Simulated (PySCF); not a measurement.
C2H5O2, SMILES O[CH]CO, multiplicity 2.

Coordinates come from a ωB97X-D3(BJ)/def2-SVP optimisation. The isomer is the one that the SMILES or the coordinates give; other isomers of the formula were not compared. Other conformers were not sampled.

These are ωB97X-D3(BJ)/def2-SVP run with PySCF values and carry that method's errors.

No scaling factor is applied to the harmonic values.

Computed vibrational spectrum:
| mode | ν (cm⁻¹) | IR (km/mol) | moving atoms (share of kinetic energy) |
|---|---|---|---|
| 1 | 131 | 4.6 | O 51 %, H 31 %, C 18 % |
| 2 | 285 | 70.4 | H 58 %, O 33 %, C 8 % |
| 3 | 353 | 59.7 | H 84 %, C 10 % |
| 4 | 379 | 126.7 | H 69 %, O 23 % |
| 5 | 491 | 20.0 | H 65 %, C 23 %, O 12 % |
| 6 | 694 | 30.3 | C 51 %, H 28 %, O 21 % |
| 7 | 924 | 22.6 | H 43 %, C 41 %, O 16 % |
| 8 | 1003 | 23.3 | H 48 %, C 47 % |
| 9 | 1117 | 101.6 | O 37 %, C 33 %, H 31 % |
| 10 | 1169 | 45.3 | H 97 % |
| 11 | 1226 | 41.3 | H 57 %, C 22 %, O 21 % |
| 12 | 1305 | 108.7 | H 54 %, C 26 %, O 21 % |
| 13 | 1360 | 10.2 | H 78 %, C 18 % |
| 14 | 1423 | 55.6 | H 72 %, C 23 % |
| 15 | 1474 | 20.1 | H 56 %, C 40 % |
| 16 | 1486 | 5.4 | H 79 %, C 20 % |
| 17 | 2942 | 81.3 | H 93 % |
| 18 | 3125 | 20.8 | H 92 %, C 8 % |
| 19 | 3173 | 28.7 | H 92 %, C 8 % |
| 20 | 3868 | 45.6 | H 94 % |
| 21 | 3905 | 100.4 | H 94 % |
